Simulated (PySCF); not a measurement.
SMILES OB(CB)O (CH6B2O2), singlet, GFN2-xTB optimised geometry.

```
11

B      1.89     0.02     1.43
C      1.44    -0.39     0.00
B     -0.17    -0.39     0.00
O     -0.82    -1.57     0.00
O     -0.91     0.75     0.00
H      2.11    -0.79     2.25
H      1.97     1.15     1.72
H      1.78    -1.39    -0.29
H      1.77     0.32    -0.76
H     -1.78    -1.50     0.00
H     -0.42     1.57     0.03
```

Density from PBE/def2-TZVP run with PySCF 2.14.0 at that geometry.

Minimum of the electron density along straight lines between bonded atoms, close to the bond critical point (lines longer than 1.1 times the sum of covalent radii, or with two minima, are not listed):

```
bond    length / Å  ρ at the minimum / e bohr⁻³  ∇²ρ there / e bohr⁻⁵  position (fraction from the first atom)
------  ----------  ---------------------------  --------------------  ---------------------------------------
B1–C2        1.557                        0.185            (withheld)                                     0.34
C2–B3        1.611                        0.168                 -0.36                                     0.66
B3–O4        1.346                        0.219            (withheld)                                     0.33
B3–O5        1.361                        0.209            (withheld)                                     0.33
B1–H6        1.169                        0.193                 -0.38                                     0.44
B1–H7        1.173                        0.190                 -0.36                                     0.44
C2–H8        1.087                        0.273                 -0.90                                     0.64
C2–H9        1.090                        0.268                 -0.86                                     0.63
O4–H10       0.958                        0.362                 -2.46                                     0.80
O5–H11       0.955                        0.365                 -2.50                                     0.81
```

**Question.** What belongs in the gaps?

**Answer.** 
- B1–C2, ∇²ρ there / e bohr⁻⁵: -0.28
- B3–O4, ∇²ρ there / e bohr⁻⁵: 0.98
- B3–O5, ∇²ρ there / e bohr⁻⁵: 0.89
